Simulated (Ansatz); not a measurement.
Ansatz (an electronic-structure program) input file for C₃H₅BFNO, SMILES FC1=CN(C)B1O, B3LYP-D3(BJ)/def2-SVP. 

Ansatz 0.2 input:
```yaml
crystal:
  periodic: [false, false, false]
  atoms:
    - {symbol: C, position_ang: [-2.34816321, 0.18609565, -0.13081933]}
    - {symbol: N, position_ang: [-0.94112978, 0.03405570, -0.39133260]}
    - {symbol: C, position_ang: [-0.23313127, -1.19661773, -0.13951337]}
    - {symbol: C, position_ang: [0.96180805, -0.66596822, 0.13250094]}
    - {symbol: F, position_ang: [2.15011617, -1.27329144, 0.32522062]}
    - {symbol: B, position_ang: [0.27607611, 0.76103088, -0.01701199]}
    - {symbol: O, position_ang: [0.56705091, 2.03652154, 0.14607697]}
    - {symbol: H, position_ang: [-2.59859393, 0.06817123, 0.93294442]}
    - {symbol: H, position_ang: [-2.90709552, -0.55941083, -0.69997420]}
    - {symbol: H, position_ang: [-2.66715239, 1.17686025, -0.45345452]}
    - {symbol: H, position_ang: [-0.66139824, -2.17947734, -0.21596482]}
    - {symbol: H, position_ang: [-0.12876646, 2.67670508, -0.00777357]}
basis:
  gaussian:
    orbitals: def2-SVP
hamiltonian:
  xc: b3lyp
  dispersion: d3bj
relax: {f_tol: 0.002, max_steps: 200}
```

It prints:

```
WARN ansatz: RAYON_NUM_THREADS=1 ignored (pool sized by the plan → 1); use --threads N
Functional definition: B3LYP
integrals: 0.09 GiB planned
1384 factors; integrals over basis functions are off by at most 3.0e-4 eV
mean field: 0.57 GiB planned
mean field evaluation 1: about -10105.7474 eV, gradient 6.6e1 eV
mean field evaluation 2: about -10099.4831 eV, gradient 8.6e1 eV
mean field evaluation 4: about -10114.7454 eV, gradient 4.4e0 eV
mean field evaluation 8: about -10114.8517 eV, gradient 3.8e-1 eV
mean field evaluation 16: about -10114.8521 eV, gradient 1.3e-4 eV
mean field -10114.85205566 eV, -371.7139569524 hartree, gradient 4.2e-5 eV, S^2 0.000000; 0 other end points of the search recorded, 0 dependent functions left out
the calculation of the forces begins
reference -10114.85227848 eV, -371.7139651411 hartree; 26, 26 occupied and 97, 97 virtual orbitals, 1384 factors
relax step   1: F+E_penalty+E_count = -10115.26331237 eV  Δ(F+E_penalty+E_count) = +0.000e0 eV  max|allowed force component| = 1.442e0 eV/Å  Δτ_max = 0.0000 Å  (30 SCF iters, accepted)
these checks for a lower state are left out or cut short: starts, cluster_reference, orbital_swaps, neighbouring_geometries, increment
integrals: 0.09 GiB planned
1384 factors; integrals over basis functions are off by at most 3.1e-4 eV
mean field: 0.57 GiB planned
mean field -10114.92907902 eV, -371.7167875090 hartree, gradient 1.4e-5 eV, S^2 0.000000; 0 other end points of the search recorded, 0 dependent functions left out
the calculation of the forces begins
reference -10114.92930288 eV, -371.7167957356 hartree; 26, 26 occupied and 97, 97 virtual orbitals, 1384 factors
relax step   2: F+E_penalty+E_count = -10115.33863934 eV  Δ(F+E_penalty+E_count) = -7.533e-2 eV  max|allowed force component| = 4.884e-1 eV/Å  Δτ_max = 0.0782 Å  (31 SCF iters, accepted)
these checks for a lower state are left out or cut short: starts, cluster_reference, orbital_swaps, neighbouring_geometries, increment
integrals: 0.09 GiB planned
1384 factors; integrals over basis functions are off by at most 3.4e-4 eV
mean field: 0.57 GiB planned
mean field evaluation 32: about -10114.9589 eV, gradient 1.8e-5 eV
mean field -10114.95889804 eV, -371.7178833376 hartree, gradient 1.8e-5 eV, S^2 0.000000; 0 other end points of the search recorded, 0 dependent functions left out
the calculation of the forces begins
reference -10114.95912225 eV, -371.7178915771 hartree; 26, 26 occupied and 97, 97 virtual orbitals, 1384 factors
relax step   3: F+E_penalty+E_count = -10115.36867779 eV  Δ(F+E_penalty+E_count) = -3.004e-2 eV  max|allowed force component| = 4.686e-1 eV/Å  Δτ_max = 0.0633 Å  (31 SCF iters, accepted)
these checks for a lower state are left out or cut short: starts, cluster_reference, orbital_swaps, neighbouring_geometries, increment
integrals: 0.09 GiB planned
1384 factors; integrals over basis functions are off by at most 3.4e-4 eV
mean field: 0.57 GiB planned
mean field -10114.97261549 eV, -371.7183874446 hartree, gradient 1.6e-5 eV, S^2 0.000000; 0 other end points of the search recorded, 0 dependent functions left out
the calculation of the forces begins
reference -10114.97283988 eV, -371.7183956906 hartree; 26, 26 occupied and 97, 97 virtual orbitals, 1384 factors
relax step   4: F+E_penalty+E_count = -10115.38416097 eV  Δ(F+E_penalty+E_count) = -1.548e-2 eV  max|allowed force component| = 4.454e-1 eV/Å  Δτ_max = 0.0963 Å  (31 SCF iters, accepted)
these checks for a lower state are left out or cut short: starts, cluster_reference, orbital_swaps, neighbouring_geometries, increment
integrals: 0.09 GiB planned
1384 factors; integrals over basis functions are off by at most 3.4e-4 eV
mean field: 0.57 GiB planned
mean field -10114.98258881 eV, -371.7187539574 hartree, gradient 9.3e-6 eV, S^2 0.000000; 0 other end points of the search recorded, 0 dependent functions left out
the calculation of the forces begins
reference -10114.98281347 eV, -371.7187622133 hartree; 26, 26 occupied and 97, 97 virtual orbitals, 1384 factors
relax step   5: F+E_penalty+E_count = -10115.39631288 eV  Δ(F+E_penalty+E_count) = -1.215e-2 eV  max|allowed force component| = 2.327e-1 eV/Å  Δτ_max = 0.0492 Å  (33 SCF iters, accepted)
these checks for a lower state are left out or cut short: starts, cluster_reference, orbital_swaps, neighbouring_geometries, increment
integrals: 0.09 GiB planned
1384 factors; integrals over basis functions are off by at most 3.4e-4 eV
mean field: 0.57 GiB planned
mean field -10114.98716883 eV, -371.7189222699 hartree, gradient 8.9e-6 eV, S^2 0.000000; 0 other end points of the search recorded, 0 dependent functions left out
the calculation of the forces begins
reference -10114.98739391 eV, -371.7189305413 hartree; 26, 26 occupied and 97, 97 virtual orbitals, 1384 factors
relax step   6: F+E_penalty+E_count = -10115.40201697 eV  Δ(F+E_penalty+E_count) = -5.704e-3 eV  max|allowed force component| = 1.501e-1 eV/Å  Δτ_max = 0.0373 Å  (32 SCF iters, accepted)
these checks for a lower state are left out or cut short: starts, cluster_reference, orbital_swaps, neighbouring_geometries, increment
integrals: 0.09 GiB planned
1384 factors; integrals over basis functions are off by at most 3.4e-4 eV
mean field: 0.57 GiB planned
mean field -10114.98762560 eV, -371.7189390560 hartree, gradient 9.3e-6 eV, S^2 0.000000; 0 other end points of the search recorded, 0 dependent functions left out
the calculation of the forces begins
reference -10114.98785066 eV, -371.7189473267 hartree; 26, 26 occupied and 97, 97 virtual orbitals, 1384 factors
relax step   7: F+E_penalty+E_count = -10115.40347788 eV  Δ(F+E_penalty+E_count) = -1.461e-3 eV  max|allowed force component| = 2.915e-2 eV/Å  Δτ_max = 0.0266 Å  (33 SCF iters, accepted)
these checks for a lower state are left out or cut short: starts, cluster_reference, orbital_swaps, neighbouring_geometries, increment
integrals: 0.09 GiB planned
1384 factors; integrals over basis functions are off by at most 3.4e-4 eV
mean field: 0.58 GiB planned
mean field evaluation 64: about -10114.9878 eV, gradient 6.8e-4 eV
mean field -10114.98776673 eV, -371.7189442424 hartree, gradient 1.2e-5 eV, S^2 0.000000; 0 other end points of the search recorded, 0 dependent functions left out
the calculation of the forces begins
reference -10114.98799178 eV, -371.7189525127 hartree; 26, 26 occupied and 97, 97 virtual orbitals, 1384 factors
relax step   8: F+E_penalty+E_count = -10115.40364890 eV  Δ(F+E_penalty+E_count) = -1.710e-4 eV  max|allowed force component| = 1.928e-2 eV/Å  Δτ_max = 0.0086 Å  (25 SCF iters, accepted)
these checks for a lower state are left out or cut short: starts, cluster_reference, orbital_swaps, neighbouring_geometries, increment
integrals: 0.09 GiB planned
1384 factors; integrals over basis functions are off by at most 3.4e-4 eV
mean field: 0.58 GiB planned
mean field -10114.98792241 eV, -371.7189499634 hartree, gradient 1.8e-5 eV, S^2 0.000000; 0 other end points of the search recorded, 0 dependent functions left out
the calculation of the forces begins
reference -10114.98814745 eV, -371.7189582335 hartree; 26, 26 occupied and 97, 97 virtual orbitals, 1384 factors
relax step   9: F+E_penalty+E_count = -10115.40376659 eV  Δ(F+E_penalty+E_count) = -1.177e-4 eV  max|allowed force component| = 9.969e-3 eV/Å  Δτ_max = 0.0112 Å  (26 SCF iters, accepted)
these checks for a lower state are left out or cut short: starts, cluster_reference, orbital_swaps, neighbouring_geometries, increment
integrals: 0.09 GiB planned
1384 factors; integrals over basis functions are off by at most 3.4e-4 eV
mean field: 0.57 GiB planned
mean field -10114.98809661 eV, -371.7189563651 hartree, gradient 1.8e-5 eV, S^2 0.000000; 0 other end points of the search recorded, 0 dependent functions left out
the calculation of the forces begins
reference -10114.98832168 eV, -371.7189646364 hartree; 26, 26 occupied and 97, 97 virtual orbitals, 1384 factors
relax step  10: F+E_penalty+E_count = -10115.40381268 eV  Δ(F+E_penalty+E_count) = -4.610e-5 eV  max|allowed force component| = 1.395e-2 eV/Å  Δτ_max = 0.0135 Å  (26 SCF iters, accepted)
these checks for a lower state are left out or cut short: starts, cluster_reference, orbital_swaps, neighbouring_geometries, increment
integrals: 0.09 GiB planned
1384 factors; integrals over basis functions are off by at most 3.4e-4 eV
mean field: 0.57 GiB planned
mean field -10114.98810829 eV, -371.7189567946 hartree, gradient 2.3e-5 eV, S^2 0.000000; 0 other end points of the search recorded, 0 dependent functions left out
the calculation of the forces begins
reference -10114.98833337 eV, -371.7189650659 hartree; 26, 26 occupied and 97, 97 virtual orbitals, 1384 factors
relax step  11: F+E_penalty+E_count = -10115.40381418 eV  Δ(F+E_penalty+E_count) = -1.493e-6 eV  max|allowed force component| = 1.359e-2 eV/Å  Δτ_max = 0.0036 Å  (25 SCF iters, accepted)
these checks for a lower state are left out or cut short: starts, cluster_reference, orbital_swaps, neighbouring_geometries, increment
integrals: 0.09 GiB planned
1384 factors; integrals over basis functions are off by at most 3.4e-4 eV
mean field: 0.58 GiB planned
mean field -10114.98809664 eV, -371.7189563663 hartree, gradient 1.2e-5 eV, S^2 0.000000; 0 other end points of the search recorded, 0 dependent functions left out
the calculation of the forces begins
reference -10114.98832171 eV, -371.7189646376 hartree; 26, 26 occupied and 97, 97 virtual orbitals, 1384 factors
relax step  12: F+E_penalty+E_count = -10115.40382788 eV  Δ(F+E_penalty+E_count) = -1.370e-5 eV  max|allowed force component| = 2.460e-3 eV/Å  Δτ_max = 0.0027 Å  (24 SCF iters, accepted)
these checks for a lower state are left out or cut short: starts, cluster_reference, orbital_swaps, neighbouring_geometries, increment
integrals: 0.09 GiB planned
1384 factors; integrals over basis functions are off by at most 3.4e-4 eV
mean field: 0.57 GiB planned
mean field -10114.98809908 eV, -371.7189564562 hartree, gradient 1.9e-5 eV, S^2 0.000000; 0 other end points of the search recorded, 0 dependent functions left out
the calculation of the forces begins
reference -10114.98832416 eV, -371.7189647275 hartree; 26, 26 occupied and 97, 97 virtual orbitals, 1384 factors
relax step  13: F+E_penalty+E_count = -10115.40382834 eV  Δ(F+E_penalty+E_count) = -4.563e-7 eV  max|allowed force component| = 8.737e-4 eV/Å  Δτ_max = 0.0005 Å  (20 SCF iters, accepted)
integrals: 0.09 GiB planned
1384 factors; integrals over basis functions are off by at most 3.4e-4 eV
mean field: 0.57 GiB planned
mean field evaluation 96: about -10114.9259 eV, gradient 2.1e-1 eV
mean field -10114.98809908 eV, -371.7189564562 hartree, gradient 1.9e-5 eV, S^2 0.000000; 1 other end points of the search recorded, 0 dependent functions left out
the calculation of the forces begins
reference -10114.98832416 eV, -371.7189647275 hartree; 26, 26 occupied and 97, 97 virtual orbitals, 1384 factors
Total energy: -10115.40405341 eV, -371.7342424957 hartree
Atom 0 at    -2.297238     0.201637    -0.090302 Å, force    -0.000504     0.000103     0.000150 eV/Å
Atom 1 at    -0.943491     0.024397    -0.583576 Å, force     0.000154     0.000272     0.000186 eV/Å
Atom 2 at    -0.227603    -1.208997    -0.240752 Å, force     0.000812    -0.000857     0.000631 eV/Å
Atom 3 at     0.896528    -0.669233     0.271760 Å, force    -0.000874     0.000442    -0.000465 eV/Å
Atom 4 at     2.061941    -1.220925     0.594859 Å, force     0.000585    -0.000335     0.000294 eV/Å
Atom 5 at     0.234802     0.730501    -0.027900 Å, force    -0.000470     0.000089    -0.000861 eV/Å
Atom 6 at     0.519867     2.028351     0.141568 Å, force     0.000236     0.000114     0.000531 eV/Å
Atom 7 at    -2.402345     0.019565     1.000973 Å, force    -0.000002     0.000015    -0.000141 eV/Å
Atom 8 at    -2.994886    -0.476673    -0.610043 Å, force     0.000290     0.000116     0.000110 eV/Å
Atom 9 at    -2.637017     1.229648    -0.296760 Å, force     0.000085    -0.000264    -0.000029 eV/Å
Atom 10 at    -0.579691    -2.218160    -0.479912 Å, force    -0.000319     0.000304    -0.000277 eV/Å
Atom 11 at    -0.161246     2.624566    -0.199016 Å, force     0.000008     0.000001    -0.000132 eV/Å
Dipole moment:    -0.559819     0.241263    -0.092999 e Å
```

Self-consistency was reached.
